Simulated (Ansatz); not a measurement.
Ansatz (a quantum-chemistry and plane-wave program) input (RI-MP2/def2-QZVPPD):
A basis named .json is the Basis Set Exchange file of that set.

Ansatz 0.2 input:
```yaml
crystal:
  periodic: [false, false, false]
  atoms:
    - {symbol: Ni, position_ang: [-0.00000000, -0.00000000, -0.79061630]}
    - {symbol: Cl, position_ang: [0.00000000, 0.00000000, 1.30219155]}
basis:
  gaussian:
    orbitals: def2-QZVPPD.json
    fitting: {mean_field: def2-universal-jkfit, correlation: def2-QZVPPD-RIFIT.json}
magnetization: {spin_polarized: true, initial_magnetization: 1}
correlation: {method: mp2, electrons: outside_noble_gas}
```

End of the output:

```
integrals: 0.13 GiB planned
392 factors; integrals over basis functions are off by at most 1.5e0 eV
499 factors; integrals over basis functions are off by at most 7.5e-1 eV
mean field: 0.50 GiB planned
mean field evaluation 1: about -53490.5424 eV, gradient 7.9e1 eV
mean field evaluation 2: about -52727.4857 eV, gradient 3.3e2 eV
mean field evaluation 4: about -53503.1100 eV, gradient 1.3e1 eV
mean field evaluation 8: about -53508.1965 eV, gradient 8.1e0 eV
mean field evaluation 16: about -53508.8748 eV, gradient 1.7e0 eV
mean field evaluation 32: about -53509.8774 eV, gradient 3.8e-3 eV
mean field evaluation 64: about -53509.7840 eV, gradient 1.8e0 eV
mean field evaluation 96: about -53507.1671 eV, gradient 1.9e0 eV
mean field evaluation 128: about -53509.1910 eV, gradient 2.7e-2 eV
mean field evaluation 160: about -53509.7381 eV, gradient 1.7e-1 eV
mean field evaluation 192: about -53508.8757 eV, gradient 1.8e-4 eV
mean field -53509.87744242 eV, -1966.4517257113 hartree, gradient 1.3e-6 eV, S^2 1.732853; 18 other end points of the search recorded, 0 dependent functions left out
14 core orbitals not correlated
reference -53509.87744242 eV, -1966.4517257113 hartree; 9, 8 occupied and 156, 157 virtual orbitals, 499 factors
second order -14.74847467 eV of doubles, -0.00000000 eV of singles
Total energy: -53524.62591709 eV, -1966.9937221586 hartree
```

The spin state was set by rule; other spins were not relaxed.

The determinant is spin-contaminated: <S^2> is 1.73 against 0.75 for a pure state.
